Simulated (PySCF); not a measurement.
An unknown is described by computed data only.

Elements present: C, F, H and N. Monoisotopic mass: 110.0160 u (electron mass counted); charge -1.

| Property | Result |
| --- | --- |
| Rotational structure | rotational constants A, B, C: 3.688, 1.986, 1.291 GHz [GFN2-xTB] |
| NMR, other nuclei | isotropic shieldings of nuclei other than C and H, by class: -86 (1 N), -65 (1 N), -33 (1 N), 318 (1 F) ppm [GIAO PBE0/pcSseg-1] |
| Couplings | largest of the computed one-bond spin–spin couplings (means over like bonds): 19F–13C -302.3, 13C–1H +184.1, 13C–13C +110.2, 13C–13C +92.0, 13C–13C +68.3, 15N–13C -23.9, 15N–15N -22.0, 15N–13C +3.1 Hz [B3LYP/pcJ-1] |
| 1H NMR | chemical shifts (computed TMS as zero) by class: 7.33 (1 H) ppm [GIAO PBE0/pcSseg-1] |
| 13C NMR | chemical shifts (computed TMS as zero) by class: 176.7 (1 C), 144.3 (1 C), 126.3 (1 C), 68.7 (1 C) ppm [GIAO PBE0/pcSseg-1] |

The electronic properties come from PySCF, for the isolated species, density fitting. Levels stand in brackets. Geometry: GFN2-xTB; no solvent, vibrations or thermal averaging. No diffuse functions stand in pcJ-1 and pcSseg-1, which bears on an anion's orbital energies. NMR values are class means; diastereotopic atoms form classes of their own.

Q: Which formula fits the mass and the elements?

A: C4HFN3 (calculated 110.0160). No other formula that holds each of these elements comes within 0.0003 u with a fitting electron parity and a possible valence count.

Q: Give a SMILES that accounts for the data.

A: Numbering: `[N:1]#[C:2][c:3]1[cH:4][n:5][n-:6][c:7]1[F:8]`. 4 carbons fall into 4 classes; from least to most shielded: aromatic C–F carbon [C7] (176.7 ppm), aromatic CH next to a ring nitrogen [C4] (144.3 ppm), nitrile carbon [C2] (126.3 ppm), substituted aromatic carbon [C3] (68.7 ppm). The one hydrogen (7.33 ppm): aromatic hydrogen. The other shieldings belong to: -86 ppm, ring nitrogen [N5]; -65 ppm, two-coordinate ring nitrogen [N6]; -33 ppm, nitrile nitrogen [N1]; 318 ppm, aryl fluorine [F8]. The couplings run between: -302.3 Hz, aryl fluorine [F8] and aromatic C–F carbon [C7]; +184.1 Hz, aromatic CH next to a ring nitrogen [C4] and its hydrogen; +110.2 Hz, nitrile carbon [C2] and substituted aromatic carbon [C3]; +92.0 Hz, substituted aromatic carbon [C3] and aromatic C–F carbon [C7]; +68.3 Hz, substituted aromatic carbon [C3] and aromatic CH next to a ring nitrogen [C4]; -23.9 Hz, nitrile nitrogen [N1] and nitrile carbon [C2]; -22.0 Hz, ring nitrogen [N5] and two-coordinate ring nitrogen [N6]; +3.1 Hz, ring nitrogen [N5] and aromatic CH next to a ring nitrogen [C4]. The optimised geometry has point group Cs and is an asymmetric top. Structure: `N#CC1=C(F)[N-]N=C1`. The assignments are read from this structure; whether some other isomer fits the data as well wasn't checked.
